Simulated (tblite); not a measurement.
C₁₁H₁₀.
Numbering: `[CH:1]1=[CH:2][CH2:3][C:4]([c:5]2[cH:6][cH:7][cH:8][cH:9][cH:10]2)=[CH:11]1` (hydrogens: H12 on C1; H13 on C2; H14, H15 on C3; H16 on C6; H17 on C7; H18 on C8; H19 on C9; H20 on C10; H21 on C11)

Geometry (GFN2-xTB, Å), atoms numbered from 1 in this order:
```
atom  x, y, z in Å
C1     3.136    0.331   -0.705
C2     3.134   -0.808    0.002
C3     1.739   -1.128    0.423
C4     0.937    0.007   -0.154
C5    -0.498    0.129   -0.001
C6    -1.198    1.205   -0.558
C7    -2.566    1.318   -0.409
C8    -3.275    0.362    0.300
C9    -2.599   -0.710    0.858
C10   -1.230   -0.826    0.711
C11    1.791    0.835   -0.804
H12    3.990    0.818   -1.143
H13    3.977   -1.427    0.250
H14    1.653   -1.172    1.510
H15    1.416   -2.093    0.029
H16   -0.662    1.959   -1.114
H17   -3.085    2.158   -0.848
H18   -4.344    0.452    0.417
H19   -3.143   -1.462    1.412
H20   -0.724   -1.670    1.154
H21    1.542    1.740   -1.327
```

All values are computed: GFN2-xTB (tblite) harmonic vibrations without scaling, gas phase. The method is semi-empirical: single wavenumbers can be off by several per cent or more. One conformer, not necessarily the lowest.

How many normal modes are there?

21 atoms, non-linear: 3N − 6 = 57.

What is the point group of the computed structure, and how do the modes divide by symmetry?

Cs. The vibrations span 38 a′ + 19 a″.

How many distinct wavenumbers does the calculation give?

57: Cs has no degenerate species.

How many fundamentals are allowed in the infrared by symmetry?

57 of 57: in Cs every mode is allowed. All fundamentals are allowed in the Raman spectrum.

Which of the modes above 1550 cm⁻¹ are stretches that can be named?

C=C 1627; sp3 C–H 2959, 2979; aromatic C–H 3070, 3073, 3087, 3093, 3100; =C–H 3122, 3135, 3142; not assigned to one kind of bond 1576, 1598 cm⁻¹.

Give the mode at 3099.6 cm⁻¹ as a wavelength, a frequency, a period and a quantum of energy.

3.226 μm, 92.92 THz, 10.8 fs, 384.3 meV or 37.08 kJ/mol.

How are the modes spread over the spectrum?

3 under 200 cm⁻¹; 8 from 200 to 600 cm⁻¹; 14 from 600 to 1000 cm⁻¹; 19 from 1000 to 1550 cm⁻¹; 3 from 1550 to 2000 cm⁻¹; 10 above 2600 cm⁻¹.
